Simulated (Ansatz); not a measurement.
The cluster Zr4O10H4, relaxed as a singlet with RKS PBE-D4/def2-SVP in Ansatz, starting from the GFN2-xTB geometry. Force threshold 0.03 eV/Å.

In the def2 sets Zr takes a core potential; there is no spin–orbit coupling. The structure holds 4 bonds between oxygen atoms, so isomers without such links may lie far lower. Another isomer (singlet) lies 4.20 eV lower at PBE0-D4/def2-TZVP; other spin states weren't run for this one.

Start:

```csv
atom,x (Å),y (Å),z (Å)
Zr1,-0.487,1.419,1.366
Zr2,-1.605,-1.303,-0.206
Zr3,1.655,-1.433,-0.078
Zr4,0.634,1.307,-1.669
O5,-2.340,0.558,0.861
O6,1.076,-0.774,1.723
O7,0.814,2.645,-0.119
O8,-0.216,-2.659,0.421
O9,0.086,-2.497,-1.029
O10,1.368,0.630,1.349
O11,-0.753,0.038,-1.256
O12,-1.558,-0.423,1.664
O13,-0.654,2.581,-0.354
O14,1.968,-0.017,-1.340
H15,3.186,-2.454,0.026
H16,-0.717,2.460,2.863
H17,-3.147,-2.063,-0.843
H18,0.690,1.983,-3.378
```

| step | energy (eV) | largest force component (eV/Å) | SCF passes |
| --- | --- | --- | --- |
| 1 | -25631.7444 | 1.448 | 29 |
| 2 | -25632.1722 | 0.715 | 30 |
| 3 | -25632.4345 | 0.913 | 30 |
| 4 | -25632.6159 | 0.987 | 30 |
| 5 | -25632.6724 | 0.824 | 30 |
| 6 | -25632.7240 | 0.523 | 24 |
| 7 | -25632.7242 | 0.373 | 22 |
| 8 | -25632.7405 | 0.082 | 24 |
| 9 | -25632.7412 | 0.026 | 26 |

Force components are those of the run's own axes.

End:

Cartesian coordinates in Å:
```
Zr -0.422 1.469 1.402
Zr -1.630 -1.228 -0.395
Zr 1.630 -1.389 0.179
Zr 0.427 1.300 -1.825
O -2.240 0.539 0.822
O 1.317 -0.933 2.154
O 0.818 2.458 -0.018
O -0.169 -2.570 0.404
O 0.093 -2.321 -1.061
O 1.360 0.355 1.433
O -1.126 0.095 -1.753
O -1.369 -0.428 1.590
O -0.643 2.595 -0.358
O 1.725 -0.011 -1.299
H 3.264 -2.288 0.140
H -0.615 2.492 2.938
H -3.211 -2.121 -0.817
H 0.791 1.985 -3.535
```

Bonds lost: Zr1–O6 (atoms count from 1).

No frequencies were taken in this run, so the end may be a saddle point.

Hardware: 4 threads of Intel Xeon Platinum 8488C on a shared host. Wall time 46 s, peak host memory 0.72 GiB.
